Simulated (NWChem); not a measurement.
# TeF$_{4}$; SMILES F[Te](F)(F)F

def2 effective core potentials on Te; no spin-orbit coupling.

Q: Give the equilibrium geometry at PBE0/def2-SVP with def2 effective core potentials on Te (NWChem) as a list of bonds and angles, with the point group.

A: point group C2v; any orientation.
Bonded distances (Å): Te1–F2 1.890, Te1–F3 1.941, Te1–F4 1.890, Te1–F5 1.941. Bond angles (°): F2–Te1–F3 85.1, F2–Te1–F4 100.4, F2–Te1–F5 85.1, F3–Te1–F4 85.1, F3–Te1–F5 164.6, F4–Te1–F5 85.1.
